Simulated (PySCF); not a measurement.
## How methods differ on the ionisation energy of Zr

Zr [Kr] 4d2 5s2 (3F) → Zr⁺ [Kr] 4d2 5s1 (4F), as a difference of total energies. All numbers are calculated (PySCF 2.14, scalar relativity through the core potential, in aug-cc-pVDZ-PP with ECP28MDF (5s5p4d2f, 54 functions)). Correlated levels: valence: 4s2 4p6 frozen. The calculations carry no spin-orbit coupling.

| method | ionisation energy (eV) | error (eV) |
| --- | --- | --- |
| UHF | 5.219 | -1.420 |
| MP2 (valence) | 6.080 | -0.559 |
| SCS-MP2 (valence) | 6.252 | -0.387 |
| CCSD (valence) | 6.350 | -0.289 |
| CCSD(T) (valence) | 6.416 | -0.223 |

Reference: 6.639 eV (measured; NIST levels, between the centres of gravity of the two terms).

Errors of the correlated levels include the incompleteness of this basis and the frozen core.
